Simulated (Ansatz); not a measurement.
Ideal-gas functions of `[SiH3]C[SeH]` at 400 K and 1 bar, from an Ansatz frequency run at PBE0-D4/def2-TZVP.

Molar mass 125.1 g/mol, point group C1 (symmetry number 1), electronic degeneracy 1, moments of inertia 26.516, 243.291, 258.506 u Å². Harmonic wavenumbers (cm⁻¹, unscaled): 144, 160, 170, 497, 517, 671, 746, 752, 860, 925, 940, 946, 1082, 1133, 1416, 2208, 2225, 2245, 2433, 3085, 3146.

Use S(trans) = R[1.5 ln M + 2.5 ln T − 1.1517]; rotational temperatures θ = 24.2544 K / I; S(rot) = R[ln(√π/σ · √(T³/θAθBθC)) + 1.5]; for each mode x = 1.438777 ν̃/T, S = R[x/(eˣ − 1) − ln(1 − e⁻ˣ)] and H = RT x/(eˣ − 1); 1 cm⁻¹ = 0.0119627 kJ/mol; R = 8.31446 J/(mol·K).

Question: By hand: the entropy, in J/(mol·K).

Answer: Translation 175.2. Rotation: θ = 0.9147, 0.0997, 0.0938 K, giving 111.7. Vibration, mode by mode: 13.88, 13.02, 12.53, 4.51, 4.26, 2.75, 2.22, 2.19, 1.61, 1.33, 1.28, 1.26, 0.85, 0.73, 0.31, 0.03, 0.03, 0.02, 0.01, 0.00, 0.00, in all 62.8. Electronic 0.0. Sum 349.7 J/(mol·K).

Question: By hand: H − E and G − E in kJ/mol, counted from the electronic energy.

Answer: Zero-point energy ½ × 26301 × 0.0119627 = 157.3; thermal vibration 14.2; translation, rotation and pV give 4 RT = 13.3. H − E = 184.8 kJ/mol, and G − E = 184.8 − 400 × 349.7/1000 = 44.9 kJ/mol.

Vibration gives 18 % of the entropy, 13.9 J/(mol·K) of it from the mode under 150 cm⁻¹: soft modes count most, and the harmonic formula is weakest for them. The sum counts one conformer and one mirror image; others add a mixing term.
